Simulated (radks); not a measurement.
The erbium ion Er+, configuration [Xe] 4f11 6s2 (not the ground configuration). Method: scalar-relativistic Kohn-Sham, LDA (Slater exchange, Perdew-Wang correlation), spin-unpolarised, spherical densities, finite nucleus; Fermi nuclear charge, rms radius 5.2516 fm; computed with a radial shooting solver on a logarithmic mesh with Libxc functionals.

Local quantities along the radius. ELF = 1/(1 + alpha^2) is the electron localisation function; alpha = (tau - tau_W)/tau_unif compares the Pauli kinetic energy density with that of the uniform gas; s = |grad rho|/(2 (3 pi^2)^(1/3) rho^(4/3)) is the reduced gradient; -r V(r) is the screened charge that the Kohn-Sham potential presents (atomic units); r v_xc is r times the local exchange-correlation potential (hartree bohr). tau is taken from the large components.

r (bohr)    ELF    alpha       s  -r V(r)   r v_xc
0.002137  0.999  0.02856  0.6307    67.14  -0.1407
0.002896  0.999  0.03324  0.5875    66.83  -0.1793
0.003924  0.998  0.04122  0.5658    66.42  -0.2258
0.005318  0.997  0.05540  0.5642    65.86  -0.2798
0.007208  0.993  0.08251  0.5831    65.12  -0.3390
0.009769  0.981   0.1396  0.6235    64.16  -0.3993
0.01324   0.930   0.2734  0.6812    62.92  -0.4539
0.01794   0.736   0.5995  0.7243    61.33  -0.4974
0.02432   0.412    1.195  0.6479    59.33  -0.5368
0.03296   0.346    1.375  0.4032    56.85  -0.6030
0.04466   0.580   0.8511  0.2803    53.83  -0.7169
0.06053   0.743   0.5888  0.3639    50.20  -0.8346
0.08204   0.597   0.8215  0.4846    45.97  -0.8955
0.1121    0.341    1.389  0.3597    41.02  -0.9404
0.1519    0.576   0.8585  0.2191    35.74   -1.087
0.2059    0.729   0.6089  0.4077    30.18   -1.192
0.279     0.348    1.368  0.5604    24.59   -1.120
0.3781    0.392    1.245  0.1711    19.09   -1.190
0.5124    0.714   0.6323  0.3107    13.93   -1.370
0.6945    0.534   0.9342  0.5546    9.702   -1.308
0.9412    0.338    1.398  0.5518    6.645   -1.174
1.276     0.538   0.9268  0.5885    4.571   -1.126
1.729     0.466    1.069  0.9537    3.227  -0.9909
2.343     0.151    2.369   1.173    2.401  -0.8063
3.175     0.407    1.207   1.025    1.969  -0.7384
4.303     0.951   0.2279   1.832    1.706  -0.6516
5.832     0.996  0.06257   4.531    1.454  -0.4482
7.904     0.998  0.04121   15.31    1.216  -0.2163

On this mesh the ELF has minima near r = 0.028, 0.11, 0.32, 0.94, 2.3 bohr, which separate the shells, and maxima near 0.061 (0.74), 0.21 (0.73), 0.51 (0.71), 1.5 (0.57).
